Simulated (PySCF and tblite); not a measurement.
The numbers below are computed, except where a source is named.
C6H9Br, numbered as in [Br:1][C@:2]12[CH2:3][CH2:4][C@H:5]([CH2:6]1)[CH2:7]2.

Conformers came from 45 starts (ETKDG and KDG, MMFF94s, GFN2-xTB); geometries are GFN2-xTB. Free energies are PBE0-D3(BJ)/pcSseg-1 single points with GFN2-xTB rigid-rotor and vibrational terms (modes under about 100 cm⁻¹ blended into free rotors). Symmetry numbers and mirror images are counted. Conformers within 2.5 kcal/mol (GFN2-xTB free energy) were kept, 3 at most. GIAO shieldings: PBE0/pcSseg-1. Shifts are against TMS (¹H), TMS (¹³C) at the same level; of two unlike H on one atom, a is the less shielded. Run with PySCF (density fitting) and tblite.

Problem. What shifts does this protocol give at 298.15 K under fast conformational exchange?

Solution. ¹H: 2.42 (H5, 1H), 2.01 (H3, 2H), 1.95 (H6a/H7a, 2H), 1.81 (H4, 2H), 1.44 (H6b/H7b, 2H) ppm. ¹³C: 69.2 (C2), 51.0 (C6/C7), 38.4 (C3), 35.3 (C5), 31.9 (C4) ppm.

Spin–orbit effects of the heavy atoms on shieldings are missing. At a carbon that bears Br the missing effect is some 10 ppm, beside I tens of ppm. Shifts are unscaled: against experiment ¹³C can be off by 15 ppm or more and ¹H by 0.8 ppm.
